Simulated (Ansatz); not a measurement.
Geometry optimisation, RKS B3LYP/def2-SVP (Ansatz 0.2.0).

Input:

```yaml
crystal:
  periodic: [false, false, false]
  atoms:
    - { symbol: "N", position_ang: [-0.9323, -0.5817, 1.333] }
    - { symbol: C, position_ang: [-0.4736, -0.4282, -0.0441] }
    - { symbol: Si, position_ang: [1.2312, -1.2878, -0.2146] }
    - { symbol: S, position_ang: [-1.5162, -1.521, -1.0364] }
    - { symbol: O, position_ang: [-0.6584, 0.8868, -0.5691] }
    - { symbol: Si, position_ang: [0.1622, 2.2288, 0.0345] }
    - { symbol: H, position_ang: [-1.8916, -0.1337, 1.3004] }
    - { symbol: H, position_ang: [-1.1023, -1.5109, 1.4989] }
    - { symbol: H, position_ang: [1.7117, -1.2981, -1.5819] }
    - { symbol: H, position_ang: [1.2127, -2.6892, 0.3326] }
    - { symbol: H, position_ang: [2.2877, -0.5613, 0.6091] }
    - { symbol: H, position_ang: [-1.2004, -1.0388, -2.2099] }
    - { symbol: H, position_ang: [-0.2264, 2.4855, 1.4409] }
    - { symbol: H, position_ang: [1.5943, 2.0107, -0.1072] }
    - { symbol: H, position_ang: [-0.2204, 3.3882, -0.7568] }
basis:
  gaussian: { orbitals: def2-SVP }
hamiltonian:
  xc: b3lyp
relax:
  f_tol: 0.015
  max_steps: 40
```

Run as:

```bash
$ ansatz run input.yaml --threads 2 --pin off --max-ram 3072MiB --backend cpu --events-out ev --progress --plain --runs-dir out
```

Problem. Where does it end, and by what steps?

Solution. The run converged. After 20 steps the energy has fallen by 0.651 eV; H14 moved furthest, 1.26 Å.

| step | energy less start (eV) | largest force component (eV/Å) | accepted |
| --- | --- | --- | --- |
| 0 | 0.0000 | 4.612 | yes |
| 1 | -0.4497 | 0.799 | yes |
| 2 | -0.5109 | 0.599 | yes |
| 3 | -0.4837 | 1.133 | no |
| 4 | -0.5534 | 0.220 | yes |
| 5 | -0.5676 | 0.171 | yes |
| 6 | -0.5836 | 0.113 | yes |
| 7 | -0.5978 | 0.275 | yes |
| 8 | -0.6088 | 0.386 | yes |
| 9 | -0.6234 | 0.353 | yes |
| 10 | -0.6378 | 0.194 | yes |
| 11 | -0.6200 | 0.838 | no |
| 12 | -0.6471 | 0.225 | yes |
| 13 | -0.6488 | 0.164 | yes |
| 14 | -0.6490 | 0.124 | yes |
| 15 | -0.6498 | 0.049 | yes |
| 16 | -0.6502 | 0.048 | yes |
| 17 | -0.6504 | 0.034 | yes |
| 18 | -0.6506 | 0.032 | yes |
| 19 | -0.6506 | 0.017 | yes |
| 20 | -0.6507 | 0.005 | yes |

```xyz
15
Properties=species:S:1:pos:R:3
N -0.711 -0.343 1.277
C -0.357 -0.473 -0.109
Si 1.263 -1.482 -0.374
S -1.755 -1.355 -1.029
O -0.186 0.794 -0.706
Si 0.009 2.228 0.170
H -1.706 -0.153 1.412
H -0.445 -1.138 1.854
H 1.484 -1.644 -1.835
H 1.134 -2.814 0.287
H 2.417 -0.751 0.229
H -1.389 -0.955 -2.268
H -1.208 2.604 0.942
H 1.192 2.190 1.074
H 0.234 3.241 -0.896
```

Run time: 88 s on 2 threads of AMD EPYC 9R14 (Zen 4), with other jobs on the host, peak memory 0.45 GiB.
